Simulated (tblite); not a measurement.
Run record: tight-binding relaxation, `C=C[CH2][GeH2]/[CH]=C/[CH2][GaH2]`.

Computed with GFN2-xTB geometry optimisation, gas phase (tblite 0.8.0). Start geometry: from a force field or distance geometry. The command runs a driver script over a list of jobs; the input below is this job's line of settings and its coordinates in Å.

Command:
```bash
OMP_NUM_THREADS=1 python probes_run.py task.json out
```

Input:
```
{"job": {"kind": "relax", "xc": "GFN2-xTB", "basis": "xTB"}, "charge": 0, "multiplicity": 1}
C      4.486200     0.351800    -0.421800
C      3.484900     0.094000     0.415100
C      2.176800     0.772000     0.390400
Ge     0.866100    -0.634000     0.084500
C     -0.849800     0.015700    -0.436300
C     -1.922500    -0.636500     0.046300
C     -3.280600    -0.209500    -0.303200
Ga    -4.370800     0.302700     1.106700
H      4.364500     1.112300    -1.209100
H      5.422300    -0.203300    -0.316900
H      3.636800    -0.670500     1.191700
H      2.023800     1.222700     1.388100
H      2.088400     1.565900    -0.373200
H      0.770700    -1.619700     1.290600
H      1.388500    -1.445100    -1.143000
H     -0.990300     0.867500    -1.093700
H     -1.745600    -1.488700     0.720500
H     -3.787500    -1.145800    -0.694100
H     -3.348300     0.530900    -1.111700
H     -4.944600     1.710100     0.807300
H     -5.478000    -0.475800     1.671900
```

Output:
```
step      E/eV     max force
  0    -610.52120    3.100
  1    -610.79404    1.438
  2    -610.96751    1.251
  3    -611.07423    0.958
  4    -611.18468    0.736
  5    -611.24371    0.858
  6    -611.29194    0.581
  7    -611.33432    0.509
  8    -611.37893    0.466
  9    -611.40156    0.420
... (248 lines left out)
258    -611.61284    0.028
259    -611.61297    0.029
260    -611.61311    0.030
261    -611.61325    0.027
262    -611.61335    0.018
263    -611.61340    0.015
264    -611.61344    0.018
265    -611.61347    0.017
266    -611.61351    0.012
267    -611.61353    0.008
```

«max force» is the largest atomic force in eV/Å.

Problem. From which step on does the largest force stay under 0.1 eV/Å, and how much energy is left to gain from there?

Solution. From step 185 (0.078 eV/Å), 34.7 meV above the end.

Main results: energy lowered by 25.2 kcal/mol over 267 steps; largest atomic force 0.008 eV/Å at the end.

Problem. Where do the atoms end?

Solution. 1.037 Å rms from the input after alignment:
```
atom  x, y, z in Å
C1     4.2750    0.7368    0.0968
C2     3.2339    0.1984    0.7068
C3     1.8228    0.6024    0.4832
Ge4    0.8311   -0.7674   -0.5736
C5    -1.0628   -0.3437   -0.6857
C6    -2.0300   -1.0975   -0.1601
C7    -3.4700   -0.7422   -0.2215
Ga8   -3.6318    0.9510    0.9372
H9     4.1613    1.5418   -0.6111
H10    5.2811    0.4007    0.2802
H11    3.3786   -0.6107    1.4124
H12    1.3063    0.7223    1.4377
H13    1.7735    1.5530   -0.0498
H14    0.9823   -2.1307    0.0497
H15    1.4405   -0.8570   -1.9496
H16   -1.3523    0.5599   -1.2194
H17   -1.7632   -1.9983    0.3826
H18   -4.1204   -1.5565    0.1111
H19   -3.7628   -0.4652   -1.2409
H20   -2.3153    1.7364    1.3299
H21   -4.9868    1.5834    1.4940
```

Hardware: Arm Neoverse N1, one thread, on a shared host. Cost: 4.3 s wall.
Labels such as C1 count atoms from 1, the log's own numbers from 0.
